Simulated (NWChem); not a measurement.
System: CH$_{5}$Cl$_{2}$NSi; SMILES NC[SiH](Cl)Cl

The following NWChem deck was run.

```
start job
memory heap 200 mb stack 900 mb global 1100 mb
geometry units angstroms noautosym nocenter noautoz
  N     -1.027751     2.507368    -0.024884
  C     -1.306262     1.103217    -0.364521
  Si    -0.110692    -0.133761     0.424826
  Cl     1.817006     0.283628    -0.239339
  Cl    -0.602580    -2.096886    -0.047151
  H     -1.074722     2.658713     0.981063
  H     -0.090920     2.771587    -0.323886
  H     -1.292518     0.992120    -1.455116
  H     -2.329387     0.858964    -0.050713
  H     -0.075335    -0.015568     1.900349
end
basis spherical
  N library 6-311g**
  C library 6-311g**
  Si library 6-311g**
  Cl library 6-311g**
  H library 6-311g**
end
dft
  xc b3lyp
  iterations 150
end
tddft
  cis
  ecut -63.0
  nroots 6
  notriplet
end
task tddft energy
```

The geometry was optimised at B3LYP/6-31G* (spherical d). B3LYP is NWChem's, with the RPA form of VWN correlation.

Core excitations by TDA in a window of 1s orbitals, non-relativistic and unshifted: absolute energies depend strongly on the exact-exchange share.

Problem. What results follow from this input? (B3LYP/6-311G** (spherical d), restricted-window TDA.) Quantities: first 1s excitation (eV); dipole oscillator strength of the first; first state with f > 0.002 (eV); dipole oscillator strength of that state.

Solution. 
```yaml
first 1s excitation (eV): 1798.5
dipole_oscillator_strength_of_the_first: 0.0037
first state with f > 0.002 (eV): 1798.5
dipole_oscillator_strength_of_that_state: 0.0037
```
